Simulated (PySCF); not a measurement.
PySCF input file for CH3AlBrF, SMILES [Al]([CH3])([F])[Br], PBE/pcSseg-1. Coordinates come from a B3LYP-D3(BJ)/def2-SVP optimisation. The structure was generated by enumeration; whether it is a known compound was not checked.

```python
import numpy as np
from pyscf import gto, scf, dft
from pyscf.prop.nmr import rks as nmr

mol = gto.M(
    atom='''
    Al    0.12331709    0.93190689   -0.00000000
    F     1.68649126    1.50623382    0.00000000
    Br   -0.10252774   -1.31245418    0.00000000
    C    -1.36813536    2.16407832   -0.00000000
    H    -2.33752725    1.64331881    0.00000001
    H    -1.32336665    2.81860689    0.88680777
    H    -1.32336665    2.81860688   -0.88680776
    ''',
    basis='pcSseg-1',
    charge=0,
    spin=0,
    max_memory=1600,
    verbose=3,
)
mf = dft.RKS(mol, xc='pbe')
mf.grids.level = 3
mf.conv_tol = 1e-10
mf.max_cycle = 100
mf.kernel()
n = nmr.NMR(mf)
n.verbose = 2
n.max_cycle_cphf = 60
sigma = n.kernel()
print('atom   isotropic/ppm   span/ppm')
for i, s in enumerate(sigma):
    w = np.linalg.eigvalsh((s + s.T) / 2)
    print(f'{mol.atom_symbol(i):2s}{i + 1:3d} {w.mean():14.3f} {w[2] - w[0]:11.3f}')
```

Output:

```
converged SCF energy = -2955.53527936565
atom   isotropic/ppm   span/ppm
Al  1        378.070     149.843
F   2        271.196     212.685
Br  3       2566.710     723.199
C   4        190.964      14.365
H   5         31.316      11.543
H   6         31.166      11.922
H   7         31.166      11.922
```

Self-consistency was reached.
